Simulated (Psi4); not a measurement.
disulfane (H₂S₂), singlet, at a GFN2-xTB geometry; HF/6-311++G** run with Psi4.

The Psi4 input:
```
memory 2 GB

molecule {
0 1
S    -0.89880885    0.02604772    0.48959929
S     0.89707958    0.07839641   -0.48718121
H    -1.52188329   -0.85435140   -0.30564322
H     1.54955162   -0.81675470    0.26695388
}

set {
  basis 6-311++g**
}

energy('scf')
print_variables()
```

It wrote (shortened):

```
   => Loading Basis Set <=

    Name: 6-311++G**
    Role: ORBITAL
    Keyword: BASIS

         ---------------------------------------------------------
                                   SCF
               by Justin Turney, Rob Parrish, Andy Simmonett
                          and Daniel G. A. Smith
                              RHF Reference
         ---------------------------------------------------------

  ==> Geometry <==

    Molecular point group: c2
    Full point group: C2

    Geometry (in Angstrom), charge = 0, multiplicity = 1:

       Center              X                  Y                   Z               Mass
    ------------   -----------------  -----------------  -----------------  -----------------
         S           -0.488865235418     0.898067217687     0.027140301813    31.972071174400
         S            0.488865235418    -0.898067217687     0.027140301813    31.972071174400
         H            0.285786749557     1.535927821567    -0.860994352690     1.007825032230
         H           -0.285786749557    -1.535927821567    -0.860994352690     1.007825032230

  Running in c2 symmetry.

  Rotational constants: A =      4.93925  B =      0.23596  C =      0.23487 [cm^-1]
  Rotational constants: A = 148075.13171  B =   7073.79334  C =   7041.23626 [MHz]
  Nuclear repulsion =   85.565568001090355

  Charge       = 0
  Multiplicity = 1
  Electrons    = 34
  Nalpha       = 17
  Nbeta        = 17

  ==> Algorithm <==

  SCF Algorithm Type is DF.
  DIIS enabled.
  MOM disabled.
  Fractional occupation disabled.
  Guess Type is SAD.
  Energy threshold   = 1.00e-06
  Density threshold  = 1.00e-06
  Integral threshold = 1.00e-12

  ==> Primary Basis <==

  Basis Set: 6-311++G**
    Blend: 6-311++G**
    Number of shells: 38
    Number of basis functions: 74
    Number of Cartesian functions: 76
    Spherical Harmonics?: true
    Max angular momentum: 2

   => Loading Basis Set <=

    Name: (6-311++G** AUX)
    Role: JKFIT
    Keyword: DF_BASIS_SCF

  ==> Integral Setup <==

  SCF_SUBTYPE=INCORE selected. In-core MEM_DF algorithm will be used.
  Using in-core AOs.

  ==> MemDFJK: Density-Fitted J/K Matrices <==

    J tasked:                   Yes
    K tasked:                   Yes
    wK tasked:                   No
    Algorithm:                 Core
    Schwarz Cutoff:           1E-12
    Mask sparsity (%):       2.2644
    Fitting Condition:        1E-10

   => Auxiliary Basis Set <=

  Basis Set: (6-311++G** AUX)
[...]
   -------------------------

  ==> Iterations <==

                           Total Energy        Delta E     RMS |[F,P]|

   @DF-RHF iter SAD:  -795.95975345826298   -7.95960e+02   0.00000e+00
   @DF-RHF iter   1:  -796.19271701167838   -2.32964e-01   6.07707e-03 DIIS/ADIIS
   @DF-RHF iter   2:  -796.22913510388025   -3.64181e-02   1.69915e-03 DIIS/ADIIS
   @DF-RHF iter   3:  -796.23177325705319   -2.63815e-03   3.70803e-04 DIIS/ADIIS
   @DF-RHF iter   4:  -796.23226180352412   -4.88546e-04   6.93758e-05 DIIS
   @DF-RHF iter   5:  -796.23227577160037   -1.39681e-05   1.66333e-05 DIIS
   @DF-RHF iter   6:  -796.23227666550167   -8.93901e-07   3.49840e-06 DIIS
   @DF-RHF iter   7:  -796.23227670922643   -4.37248e-08   8.16886e-07 DIIS
  Energy and wave function converged.

  ==> Post-Iterations <==

    Orbital Energies [Eh]
    ---------------------

    Doubly Occupied:

[...]
    Virtual:

[...]
    Final Occupation by Irrep:
              A     B
    DOCC [     9,    8 ]
    NA   [     9,    8 ]
    NB   [     9,    8 ]

  @DF-RHF Final Energy:  -796.23227670922643

   => Energetics <=

    Nuclear Repulsion Energy =             85.5655680010903552
    One-Electron Energy =               -1270.8049893108936885
    Two-Electron Energy =                 389.0071446005767370
    Total Energy =                       -796.2322767092264257

Computation Completed

Properties will be evaluated at   0.000000,   0.000000,   0.000000 [a0]

Properties computed using the SCF density matrix

 Multipole Moments:

 ------------------------------------------------------------------------------------
     Multipole            Electronic (a.u.)      Nuclear  (a.u.)        Total (a.u.)
 ------------------------------------------------------------------------------------

 L = 1.  Multiply by 2.5417464519 to convert [e a0] to [Debye]
 Dipole X            :          0.0000000            0.0000000            0.0000000
 Dipole Y            :          0.0000000            0.0000000            0.0000000
 Dipole Z            :          1.0334611           -1.6128794           -0.5794183
 Magnitude           :                                                    0.5794183

 ------------------------------------------------------------------------------------

  Variable Map:
  ----------------------------------------------------------------------------
[...]
  Array Variable Map:
  ----------------------------------------------------------------------------
[...]
[...]
```
